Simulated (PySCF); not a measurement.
A run for PySCF: R-B3LYP/6-31G* on C2H5FSi (SMILES C=C[SiH2]F).

```python
from pyscf import gto, scf, dft, mp
from pyscf.data.elements import chemcore

mol = gto.M(
    atom='''
    C     1.51303618   -0.28168838   -0.12553472
    C     0.47016535    0.26174310    0.50127001
    Si   -1.26401945    0.05455019   -0.10888963
    F    -1.89969635    1.48697533   -0.47580270
    H     1.39466860   -0.85306201   -1.04051675
    H     2.52864417   -0.18340600    0.24311026
    H     0.65346101    0.82440354    1.41377202
    H    -2.14032731   -0.53555826    0.92612724
    H    -1.25593220   -0.77395752   -1.33353573
    ''',
    basis='6-31g*',
    cart=True,
    charge=0, spin=0, verbose=3, max_memory=1800)
mf = dft.RKS(mol, xc='b3lyp')
mf.conv_tol = 1e-8
mf.max_cycle = 100
mf.kernel()
if not mf.converged:
    mf = mf.newton().run(mf.mo_coeff, mf.mo_occ)
```

The log:

```
converged SCF energy = -468.587194987783
```

The run converged.

Cost: around 9 core-seconds (rough).
